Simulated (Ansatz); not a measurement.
Consider the substitution at a C–C bond: `C#CCOC=O` + `COC(=O)O` → `C#COC(=O)OC` + `COC=O`.

Gas-phase electronic energies from Ansatz, PBE0-D4/def2-TZVP geometries. CCSD(T)/CBS is the MP2 limit (def2-TZVPP, def2-QZVPP) plus CCSD(T) − MP2 in def2-TZVPP, frozen cores. One conformer a species, not always the lowest.

`C#CCOC=O`:

Cartesian coordinates in Å:
```
C -1.993 -0.867 -0.918
C -0.993 -0.778 -0.263
C 0.214 -0.686 0.537
O 1.257 0.026 -0.143
C 1.240 1.354 -0.001
O 0.458 1.982 0.647
H -2.882 -0.937 -1.500
H -0.001 -0.196 1.489
H 0.623 -1.680 0.726
H 2.075 1.783 -0.574
```

`COC(=O)O`:

Cartesian coordinates in Å:
```
C -0.909 -0.923 -0.497
O 0.203 -0.637 0.345
C 0.600 0.626 0.324
O 0.116 1.514 -0.323
O 1.641 0.757 1.150
H -1.106 -1.985 -0.370
H -1.777 -0.335 -0.198
H -0.669 -0.701 -1.538
H 1.900 1.685 1.107
```

`C#COC(=O)OC`:

```xyz
11

C     1.425    3.073    0.117
C     0.808    2.100    0.431
O     0.114    1.082    0.860
C    -0.003    0.007    0.013
O     0.473   -0.066   -1.073
O    -0.733   -0.883    0.652
C    -0.967   -2.087   -0.079
H     1.978    3.932   -0.177
H    -1.572   -2.710    0.574
H    -1.501   -1.870   -1.005
H    -0.023   -2.578   -0.312
```

`COC=O`:

Cartesian coordinates in Å:
```
C -0.029 1.019 0.125
O 0.580 -0.214 0.509
C 0.102 -1.296 -0.098
O -0.770 -1.311 -0.916
H -1.097 1.002 0.347
H 0.470 1.790 0.706
H 0.107 1.195 -0.942
H 0.638 -2.184 0.269
```

```json
{"species": "`C#CCOC=O`", "HF/def2-QZVPP energy (Eh)": "-303.59349"}
{"species": "`COC(=O)O`", "HF/def2-QZVPP energy (Eh)": "-302.82373"}
{"species": "`C#COC(=O)OC`", "HF/def2-QZVPP energy (Eh)": "-378.48432"}
{"species": "`COC=O`", "HF/def2-QZVPP energy (Eh)": "-227.89779"}
```

Q: Work out ΔE.

A: ΔE = (-378.48432) + (-227.89779) − (-303.59349) − (-302.82373) = 0.03511 Eh = +92.2 kJ/mol. CCSD(T)/CBS gives +96.9 kJ/mol.

Largest T1 diagnostic among the species: 0.015.

From PBE to PBE0 (25 % exact exchange), in def2-TZVPP and without D4, ΔE moves by +4.5 kJ/mol.
